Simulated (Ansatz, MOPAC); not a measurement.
Diatomic MoBr, multiplicity 6 (lowest of 2S+1 = 2, 4, 6, 8 at CCSD(T)/def2-TZVPP on PBE0 minima; our sources give no spin for the ground state, which may be another). No spin–orbit coupling. Br is treated without relativity.

Seven points along R, fitted to fifth degree in 1/R; most abundant isotopes. In def2 and cc sets the state is the lowest found near the PBE0 minimum, followed along R.

Correlated levels freeze the inner cores; with def2 sets outer-core shells near the valence are correlated too. The state that PM6 reach isn't checked.

Run with Ansatz (an electronic-structure program) with Gaussian orbitals; MOPAC for PM6 (differences of heats of formation). Values without a source in brackets are computed. In def2 rows elements past Kr take small-core potentials, without spin–orbit coupling.

Problem. What bond length and harmonic frequency does PM6 give?

Solution. r_e = 2.552 Å, ω_e = 171 cm⁻¹.

Problem. What bond length and harmonic frequency does CCSD/def2-TZVPP give?

Solution. r_e = 2.450 Å, ω_e = 266 cm⁻¹.

Problem. What bond length and harmonic frequency does CCSD(T)/def2-TZVPP give?

Solution. r_e = 2.439 Å, ω_e = 270 cm⁻¹.
